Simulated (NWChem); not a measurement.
Species: isopropylamine (C$_{3}$H$_{9}$N); SMILES CC(C)N

All runs: NWChem. Pople sets run with spherical d functions. Level PBE/6-31G*: optimisations from one semi-empirical or force-field start; each run changes one setting, and all end within 0.3 mHa of each other. One conformer.

Question: Which setting needs the most optimisation steps, or fails (Cartesian coordinates; symmetry off; redundant internal coordinates, default thresholds; trust radius 0.05)?

Answer: Cartesian coordinates, with 16 against 11 for the defaults.
```
setting                                             optimisation steps
--------------------------------------------------  ------------------
redundant internal coordinates, default thresholds                  11
symmetry off                                                        11
Cartesian coordinates                                               16
trust radius 0.05                                                   11
```
